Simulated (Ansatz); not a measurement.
Steps of a relaxation of `[SiH3]O[SiH](S)Cl` with RKS PBE-D4/def2-SVP.

```sh
$ ansatz run in.yaml --threads 4 --pin off --events-out ev --progress --plain --max-ram 10444MiB
```

```yaml
crystal:
  periodic: [false, false, false]
  atoms:
    - {symbol: Si, position_ang: [-1.753000, 0.325700, -0.314800]}
    - {symbol: O, position_ang: [-0.352100, -0.342700, 0.001300]}
    - {symbol: Si, position_ang: [1.164200, 0.132000, 0.308200]}
    - {symbol: S, position_ang: [2.281300, -1.472100, 1.275400]}
    - {symbol: Cl, position_ang: [2.090900, 0.494100, -1.494800]}
    - {symbol: H, position_ang: [-1.677000, 1.237900, -1.533800]}
    - {symbol: H, position_ang: [-2.176200, 1.213800, 0.829800]}
    - {symbol: H, position_ang: [-2.785200, -0.660300, -0.562400]}
    - {symbol: H, position_ang: [1.238300, 1.372500, 1.196700]}
    - {symbol: H, position_ang: [2.051800, -2.352100, 0.297400]}
basis:
  gaussian: {orbitals: def2-SVP}
hamiltonian: {xc: pbe, dispersion: d4}
relax: {f_tol: 0.03, max_steps: 200}
```

Positions (Å) and forces (eV/Å) along the path, 13 of 13 steps:

```xyz
10
step=1 energy=-41211.5615 eV
Si   -1.753    0.326   -0.315   -2.865    2.677   -0.837
O    -0.352   -0.343    0.001    1.721   -1.764    0.460
Si    1.164    0.132    0.308    2.042   -0.035    0.929
S     2.281   -1.472    1.275   -0.191    0.891    0.580
Cl    2.091    0.494   -1.495    0.033    0.235   -0.349
H    -1.677    1.238   -1.534    0.077   -0.225    0.166
H    -2.176    1.214    0.830    0.004   -0.085    0.045
H    -2.785   -0.660   -0.562   -0.582   -0.806   -0.104
H     1.238    1.373    1.197   -0.080   -0.478   -0.303
H     2.052   -2.352    0.297   -0.158   -0.409   -0.588
10
step=2 energy=-41211.7707 eV
Si   -1.774    0.364   -0.322   -1.631    1.155   -0.446
O    -0.351   -0.351    0.003    0.999   -1.022    0.243
Si    1.206    0.069    0.298    0.874    0.390    0.576
S     2.248   -1.480    1.378   -0.236    0.251   -0.500
Cl    2.063    0.545   -1.540    0.019   -0.137    0.105
H    -1.667    1.228   -1.559    0.019   -0.061    0.109
H    -2.196    1.226    0.841    0.031   -0.008   -0.038
H    -2.814   -0.669   -0.553   -0.145   -0.268   -0.027
H     1.284    1.280    1.181   -0.041   -0.023   -0.090
H     2.084   -2.264    0.276    0.111   -0.276    0.066
10
step=3 energy=-41211.8578 eV
Si   -1.814    0.390   -0.330   -0.452    0.190   -0.097
O    -0.347   -0.333    0.008    0.252   -0.222    0.091
Si    1.226    0.095    0.312    0.016   -0.045   -0.188
S     2.247   -1.478    1.340    0.049   -0.291   -0.327
Cl    2.087    0.556   -1.530    0.015   -0.061    0.098
H    -1.697    1.247   -1.561   -0.011   -0.008    0.011
H    -2.236    1.246    0.836    0.006   -0.002   -0.032
H    -2.842   -0.684   -0.554    0.087    0.015    0.012
H     1.287    1.308    1.176    0.070    0.015    0.104
H     2.173   -2.398    0.307   -0.033    0.408    0.327
10
step=4 energy=-41211.8774 eV
Si   -1.827    0.389   -0.332   -0.014   -0.014   -0.019
O    -0.343   -0.313    0.043   -0.101   -0.005   -0.019
Si    1.235    0.106    0.320    0.087   -0.078    0.084
S     2.266   -1.487    1.310    0.010   -0.003   -0.029
Cl    2.104    0.552   -1.513    0.003    0.014   -0.039
H    -1.706    1.213   -1.583   -0.008    0.004   -0.024
H    -2.272    1.271    0.801   -0.006    0.010    0.013
H    -2.819   -0.717   -0.535    0.018   -0.001    0.001
H     1.340    1.294    1.217    0.020    0.048    0.023
H     2.105   -2.360    0.275   -0.009    0.024    0.010
10
step=5 energy=-41211.8789 eV
Si   -1.832    0.391   -0.336   -0.004    0.011   -0.022
O    -0.342   -0.287    0.055   -0.092   -0.050    0.002
Si    1.242    0.105    0.331    0.069   -0.020    0.037
S     2.272   -1.498    1.302   -0.004   -0.021   -0.026
Cl    2.099    0.562   -1.505    0.012    0.006   -0.036
H    -1.720    1.196   -1.599    0.001    0.001   -0.030
H    -2.290    1.287    0.779   -0.009    0.020    0.031
H    -2.815   -0.726   -0.523    0.015   -0.022   -0.001
H     1.365    1.286    1.235    0.021    0.046    0.035
H     2.104   -2.367    0.264   -0.009    0.029    0.010
10
step=6 energy=-41211.8815 eV
Si   -1.841    0.394   -0.341    0.084   -0.030   -0.013
O    -0.342   -0.244    0.090   -0.078   -0.020    0.017
Si    1.254    0.111    0.353    0.025    0.055    0.012
S     2.278   -1.521    1.280   -0.024   -0.001    0.006
Cl    2.094    0.580   -1.490    0.006    0.004   -0.027
H    -1.733    1.150   -1.636    0.006   -0.001    0.007
H    -2.324    1.317    0.742   -0.009    0.014    0.004
H    -2.793   -0.753   -0.497   -0.004   -0.010    0.006
H     1.417    1.279    1.272    0.000    0.004    0.010
H     2.073   -2.364    0.230   -0.007   -0.014   -0.022
10
step=7 energy=-41211.8828 eV
Si   -1.844    0.390   -0.346    0.123    0.008    0.010
O    -0.338   -0.202    0.129   -0.070    0.013    0.013
Si    1.268    0.123    0.375   -0.023    0.081   -0.008
S     2.276   -1.545    1.256   -0.034    0.001   -0.015
Cl    2.086    0.605   -1.477   -0.007    0.003    0.015
H    -1.739    1.100   -1.671    0.011   -0.042    0.052
H    -2.355    1.351    0.694    0.006   -0.029   -0.028
H    -2.773   -0.783   -0.463    0.009    0.017    0.003
H     1.468    1.272    1.315   -0.014   -0.042   -0.038
H     2.034   -2.362    0.191   -0.001   -0.009   -0.004
10
step=8 energy=-41211.8840 eV
Si   -1.837    0.386   -0.344    0.074    0.007    0.005
O    -0.337   -0.212    0.137   -0.057    0.032    0.013
Si    1.266    0.127    0.378    0.003    0.041    0.004
S     2.271   -1.548    1.250   -0.018    0.025   -0.002
Cl    2.084    0.609   -1.475   -0.012    0.010    0.005
H    -1.723    1.090   -1.671    0.006   -0.031    0.053
H    -2.352    1.351    0.694    0.016   -0.029   -0.040
H    -2.770   -0.783   -0.460    0.004    0.015    0.000
H     1.464    1.283    1.311   -0.014   -0.061   -0.033
H     2.017   -2.355    0.182   -0.002   -0.009   -0.004
10
step=9 energy=-41211.8870 eV
Si   -1.829    0.382   -0.344    0.063   -0.026    0.011
O    -0.342   -0.209    0.182   -0.057    0.018    0.008
Si    1.266    0.130    0.391   -0.010    0.021    0.012
S     2.285   -1.554    1.226   -0.006    0.022   -0.002
Cl    2.040    0.642   -1.471    0.003    0.006   -0.024
H    -1.683    1.049   -1.684    0.003   -0.009    0.013
H    -2.357    1.373    0.656    0.001   -0.002   -0.013
H    -2.766   -0.784   -0.448    0.006    0.012   -0.002
H     1.480    1.275    1.330   -0.003   -0.024    0.003
H     1.988   -2.355    0.164   -0.001   -0.018   -0.008
10
step=10 energy=-41211.8882 eV
Si   -1.809    0.371   -0.347    0.139    0.027    0.042
O    -0.357   -0.168    0.339   -0.151    0.118   -0.087
Si    1.267    0.154    0.445   -0.031   -0.162   -0.097
S     2.337   -1.575    1.125   -0.107   -0.059   -0.133
Cl    1.911    0.732   -1.454   -0.027    0.026    0.066
H    -1.574    0.898   -1.744    0.001   -0.042    0.142
H    -2.402    1.463    0.517    0.071   -0.109   -0.090
H    -2.747   -0.800   -0.397    0.027    0.025    0.016
H     1.556    1.243    1.424    0.023    0.022   -0.003
H     1.901   -2.370    0.095    0.056    0.154    0.145
10
step=11 energy=-41211.8871 eV rejected
Si   -1.805    0.364   -0.346    0.118    0.044    0.034
O    -0.357   -0.199    0.321   -0.071    0.062   -0.069
Si    1.264    0.137    0.427    0.006    0.051    0.118
S     2.318   -1.578    1.159   -0.110    0.005   -0.272
Cl    1.906    0.760   -1.456   -0.001   -0.079    0.019
H    -1.558    0.913   -1.729   -0.033   -0.050    0.078
H    -2.375    1.451    0.531    0.033   -0.072   -0.054
H    -2.751   -0.799   -0.397    0.002    0.021   -0.016
H     1.550    1.243    1.389   -0.019    0.004    0.023
H     1.891   -2.342    0.105    0.075    0.014    0.139
10
step=12 energy=-41211.8933 eV
Si   -1.807    0.370   -0.347    0.040    0.007    0.017
O    -0.363   -0.164    0.345   -0.038    0.049   -0.030
Si    1.263    0.148    0.446   -0.021   -0.032   -0.029
S     2.325   -1.581    1.127   -0.034   -0.015   -0.045
Cl    1.900    0.743   -1.448   -0.009    0.001    0.028
H    -1.565    0.883   -1.742    0.006   -0.020    0.048
H    -2.395    1.468    0.499    0.028   -0.040   -0.030
H    -2.748   -0.798   -0.385    0.011    0.009    0.005
H     1.562    1.237    1.425    0.004   -0.004   -0.006
H     1.910   -2.357    0.083    0.013    0.045    0.041
10
step=13 energy=-41211.8949 eV
Si   -1.802    0.363   -0.345   -0.023    0.000   -0.011
O    -0.355   -0.096    0.379    0.003   -0.002    0.015
Si    1.277    0.165    0.453    0.029    0.008    0.016
S     2.298   -1.599    1.101   -0.003   -0.007   -0.004
Cl    1.906    0.768   -1.439   -0.010   -0.001   -0.002
H    -1.553    0.849   -1.745    0.003    0.002   -0.008
H    -2.442    1.456    0.464    0.005    0.000   -0.001
H    -2.699   -0.838   -0.369   -0.009   -0.004   -0.001
H     1.621    1.233    1.440    0.002   -0.002   -0.003
H     1.833   -2.352    0.064    0.002    0.005    0.000
```

Run time 21 s (4 threads of an Arm Neoverse V1 on a shared host); peak host memory 0.16 GiB.
